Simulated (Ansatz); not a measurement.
Reaction (redistribution): `C[SiH2]CBr` + `C[SiH](Cl)[SiH2]O` → `C[SiH2][SiH](C)Cl` + `O[SiH2]CBr`

Program: Ansatz. Geometries: PBE0-D4/def2-TZVP. ΔE: electronic, gas phase. CBS: MP2 limit from def2 TZ/QZ plus the TZ coupled-cluster correction, frozen cores. Functionals use def2-TZVPP. B3LYP here is the variant with VWN-RPA as its local correlation; programs differ in this. For Br outer-core shells are correlated without core-valence functions, which leaves a few kJ/mol of doubt a bond. Scalar relativity is left out up to krypton. One conformer a species, not always the lowest.

Question: Is it downhill or uphill in electronic energy at CCSD(T)/CBS, and by how much? (Best estimate.)

Answer: Computed: Downhill: ΔE = -2.3 kcal/mol.

Question: What do these levels give: B3LYP-D4, ωB97X-V, ωB97M-V, B2PLYP, PBE0, HF/def2-TZVPP, MP2/def2-TZVPP, CCSD/def2-TZVPP, HF/def2-QZVPP, MP2/def2-QZVPP, SCS-MP2/def2-QZVPP, MP2/CBS(def2)? (Estimate.)

Answer: The calculation gave: B3LYP-D4 -1.8, ωB97X-V -2.0, ωB97M-V -2.1, B2PLYP -2.3, PBE0 -2.3, HF/def2-TZVPP -2.5, MP2/def2-TZVPP -2.5, CCSD/def2-TZVPP -2.5, HF/def2-QZVPP -2.5, MP2/def2-QZVPP -2.4, SCS-MP2/def2-QZVPP -2.4, MP2/CBS(def2) -2.4 kcal/mol.

Largest T1 diagnostic among the species: 0.011.
